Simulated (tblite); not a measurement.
Species: C₈H₁₄.
SMILES with atom numbers: `[CH:1]#[C:2][CH2:3][CH2:4][C@H:5]([CH3:6])[CH2:7][CH3:8]` (hydrogens: H9 on C1; H10, H11 on C3; H12, H13 on C4; H14 on C5; H15, H16, H17 on C6; H18, H19 on C7; H20, H21, H22 on C8)

Computed geometry: GFN2-xTB, gas phase.

Problem. List the bond lengths, angles and torsions at this level.

Solution. 
| bond | length (Å) | order |
| --- | --- | --- |
| C1≡C2 | 1.196 | triple |
| C2–C3 | 1.448 | single |
| C3–C4 | 1.534 | single |
| C4–C5 | 1.534 | single |
| C5–C6 | 1.527 | single |
| C5–C7 | 1.534 | single |
| C7–C8 | 1.525 | single |
| C1–H9 | 1.049 | single |
| C3–H10 | 1.095 | single |
| C3–H11 | 1.093 | single |
| C4–H12 | 1.093 | single |
| C4–H13 | 1.093 | single |
| C5–H14 | 1.096 | single |
| C6–H15, C6–H16, C6–H17 | 1.087 | single |
| C7–H18 | 1.093 | single |
| C7–H19 | 1.093 | single |
| C8–H20, C8–H21, C8–H22 | 1.088 | single |

Bonds in one row agree within 0.01 Å and their mean is given. Orders are formal, as drawn. A selection of angles:
| angle | degrees |
| --- | --- |
| C1–C2–C3 | 179.0 |
| C2–C3–C4 | 111.8 |
| C3–C4–C5 | 114.1 |
| C4–C5–C6 | 111.2 |
| C4–C5–C7 | 109.1 |
| C6–C5–C7 | 111.3 |
| C5–C7–C8 | 113.8 |

Torsions: C2–C3–C4–C5 -58° (synclinal); C3–C4–C5–C6 -66° (synclinal); C4–C5–C7–C8 -171° (antiperiplanar).

Of the pairs four or more bonds apart, C2···H14 is among the closest relative to their van der Waals radii: 2.61 Å, 90 % of the sum of Bondi's values. The 7 C–C bonds span 1.196 Å (C1≡C2, drawn triple) to 1.534 Å (C5–C7, drawn single), a spread of 0.338 Å.

Point group: C1 (no symmetry element, even within 0.4 Å). Its GFN2-xTB frequencies are all real (lowest 23 cm⁻¹). One conformer, not necessarily the lowest.
